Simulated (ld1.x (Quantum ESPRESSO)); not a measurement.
Configuration tests for titanium (TM)

ld1.x (Quantum ESPRESSO) 7.5 input, shortened:

```
&input
   title='Ti', zed=22., rel=2, dft='PBESOL', iswitch=3,
   config='[Ar] 3d1 4s0 4p0', rel_dist='average'
 /
 &inputp
   pseudotype=2, tm=.true., lloc=0,
   nlcc=.false.
 /
3
3P  2  1   6.00   0.00  1.10  1.10  0.0
3D  3  2   1.00   0.00  1.25  1.25  0.0
3S  1  0   2.00   0.00  1.20  1.20  0.0
 &test
   configts(1)='3s2 3p6 3d1 4s0 4p0'
 /
```

Open shells are filled in proportion to 2j + 1 (rel_dist='average').

Energies are relative to the spin-unpolarised reference configuration 3s2 3p6 3d1 4s0 4p0; without spin polarisation the order of configurations can differ from experiment.

```tsv
valence configuration	charge	ΔE all-electron (eV)	error AE − PS (meV)
3s2 3p6 3d2 4s2 4p0	0	-47.725	+214
3s2 3p6 3d2 4s1 4p0	+1	-40.367	+151
3s2 3p6 3d2 4s0 4p0	+2	-26.896	+19
3s2 3p6 3d2 4s1 4p1	0	-44.633	+138
3s2 3p6 3d0 4s0 4p0	+4	43.243	+49
```

Q: What are ΔE and the potential's error for 3s2 3p5 3d2 4s2 4p0?

A: ΔE = -2.250 eV all-electron; the error (AE − PS) is +438 meV.

Q: What are ΔE and the potential's error for 3s1 3p6 3d2 4s2 4p0?

A: ΔE = 21.746 eV all-electron; the error (AE − PS) is +437 meV.

ld1.x printed “convergence not achieved” for 4 of the counted tests; their residual had stalled under 1e-8, short of the target of 1e-14.

A Bessel basis up to 400 Ry misses an occupied level by 0.06 Ry, so cutoffs and ghosts were not judged.
